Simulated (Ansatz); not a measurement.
Geometry optimisation, RKS B3LYP-D4/def2-TZVP in Ansatz.

The input (input.yaml):

```yaml
crystal:
  periodic: [false, false, false]
  atoms:
    - { symbol: Ga, position_ang: [0.107213, 0.0, 0.280094] }
    - { symbol: H, position_ang: [0.48679, 0.0, 1.778175] }
    - { symbol: Cl, position_ang: [2.26807, 0.0, -0.145719] }
    - { symbol: Cl, position_ang: [-1.484573, 0.0, -1.117351] }
basis:
  gaussian: { orbitals: def2-TZVP }
hamiltonian:
  xc: b3lyp
  dispersion: d4
relax:
  f_tol: 0.03
  max_steps: 50
output:
  orbitals: {}
```

Command:

```bash
$ ansatz run input.yaml --threads 4 --pin off --max-ram 5120MiB --backend cpu --events-out ev --progress --plain --runs-dir out
```

Task: Where does it end, and by what steps?

Result: The forces met the threshold. After 5 steps the energy has fallen by 0.536 eV; H2 moved furthest, 0.42 Å.

| step | energy less start (eV) | largest force component (eV/Å) | accepted |
| --- | --- | --- | --- |
| 0 | 0.0000 | 1.258 | yes |
| 1 | -0.3549 | 1.027 | yes |
| 2 | -0.5155 | 0.806 | yes |
| 3 | -0.5323 | 0.341 | yes |
| 4 | -0.5364 | 0.034 | yes |
| 5 | -0.5365 | 0.004 | yes |

```xyz
4
Properties=species:S:1:pos:R:3
Ga 0.317 0.000 0.385
H 0.091 0.000 1.914
Cl 2.275 0.000 -0.488
Cl -1.306 0.000 -1.016
```

Time of the run: 9.1 s on 4 threads of Intel(R) Xeon(R) Platinum 8259CL CPU @ 2.50GHz (Skylake/Cascade Lake), with other jobs on the host, peak memory 0.31 GiB.
